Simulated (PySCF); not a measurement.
A side-by-side comparison of computed properties.

First species: C2H11AlO2Si.
Numbering: `[CH3:1][O+:2]([AlH3-:3])[CH2:4][O:5][SiH3:6]` (hydrogens: H7, H8, H9 on C1; H10, H11, H12 on Al3; H13, H14 on C4; H15, H16, H17 on Si6)

Second species: trans-Si(NH3)2F4.
SMILES: `N->[Si](<-N)(F)(F)(F)F`

Levels: CAM-B3LYP/def2-SVPD for dipole moment, HOMO energy, LUMO energy, HOMO–LUMO gap, static isotropic polarisability and electronic spatial extent ⟨r²⟩ about the centre of nuclear charge; TDDFT CAM-B3LYP/def2-SVPD for lowest singlet excitation; TDA CAM-B3LYP/def2-SVPD for lowest triplet excitation (Tamm–Dancoff); PBE0-D3(BJ)/def2-SVP for rotational constant A and rotational constant C. Geometries: PBE0-D3(BJ)/def2-SVP. Each species is one conformer at its optimised geometry, gas phase, non-relativistic unless stated; the electronic structure was computed with PySCF and density fitting.

The conformers computed, where there is a choice (atom-mapped SMILES and torsion angles):
- `[CH3:1][O+:2]([AlH3-:3])[CH2:4][O:5][SiH3:6]`: C1–O2–C4–O5 66°, O2–C4–O5–Si6 81°

Values for the first species:

```
Dipole moment                                                     : 3.95 D
HOMO energy                                                       : -8.80 eV
LUMO energy                                                       : 0.71 eV
HOMO–LUMO gap                                                     : 9.51 eV
Lowest singlet excitation                                         : 6.54 eV
Lowest triplet excitation (Tamm–Dancoff)                          : 6.09 eV
Static isotropic polarisability                                   : 92.1 au
Electronic spatial extent ⟨r²⟩ about the centre of nuclear charge : 1155 bohr²
Rotational constant A                                             : 3.009 GHz
Rotational constant C                                             : 1.103 GHz
```

Question: Estimate the same properties for the second species, and the change in each.

Answer: 
```tsv
property	first	second	second less first
dipole moment	3.95 D	0.00 D	-3.95 D
HOMO energy	-8.80 eV	-10.73 eV	-1.93 eV
LUMO energy	0.71 eV	0.62 eV	-0.09 eV
HOMO–LUMO gap	9.51 eV	11.35 eV	+1.84 eV
lowest singlet excitation	6.54 eV	8.53 eV	+1.99 eV
lowest triplet excitation (Tamm–Dancoff)	6.09 eV	8.47 eV	+2.38 eV
static isotropic polarisability	92.1 au	46.4 au	-45.7 au
electronic spatial extent ⟨r²⟩ about the centre of nuclear charge	1155 bohr²	777 bohr²	-378 bohr²
rotational constant A	3.009 GHz	2.308 GHz	-0.701 GHz
rotational constant C	1.103 GHz	2.046 GHz	+0.943 GHz
```

On the first: No computed singlet falls in the visible range (750 to 380 nm, 1.65 to 3.26 eV); S1 lies 3.28 eV above its blue end. The principal polarisabilities are 85.5, 88.6 and 102.1 au; their mean is the isotropic value.

On the second: The polarisability is 6.88 Å³ as a volume (1 au = 0.148185 Å³), or 0.66 au for each of the 70 electrons. No computed singlet falls in the visible range (750 to 380 nm, 1.65 to 3.26 eV); S1 lies 5.27 eV above its blue end.
